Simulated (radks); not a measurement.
All-electron atom: K2+ in [Ne] 3s2 3p5. All-electron calculation, Dirac Kohn-Sham, BLYP, spin-unpolarised, spherical densities, finite nucleus; open shells fill j = l - 1/2 first; Fermi nuclear charge, rms radius 3.4349 fm. Program: a radial shooting solver on a logarithmic mesh with Libxc functionals. Some entries of the table are withheld. Estimate them.

orbital,occ.,eigenvalue (hartree),<r> (bohr),<r^2> (bohr^2)
1s1/2,2,(1),0.08104,0.008835
2s1/2,2,-13.83999,0.3876,0.1781
2p1/2,2,-11.22816,0.3487,0.1509
2p3/2,4,-11.12153,0.3511,0.1529
3s1/2,2,-2.06177,1.233,(2)
3p1/2,2,(3),(4),(5)
3p3/2,3,(6),(7),(8)

Answer. 
(1) 1s1/2 eigenvalue (hartree): -130.3659
(2) 3s1/2 <r^2> (bohr^2): 1.754
(3) 3p1/2 eigenvalue (hartree): -1.44230
(4) 3p1/2 <r> (bohr): 1.351
(5) 3p1/2 <r^2> (bohr^2): 2.145
(6) 3p3/2 eigenvalue (hartree): -1.43124
(7) 3p3/2 <r> (bohr): 1.358
(8) 3p3/2 <r^2> (bohr^2): 2.168
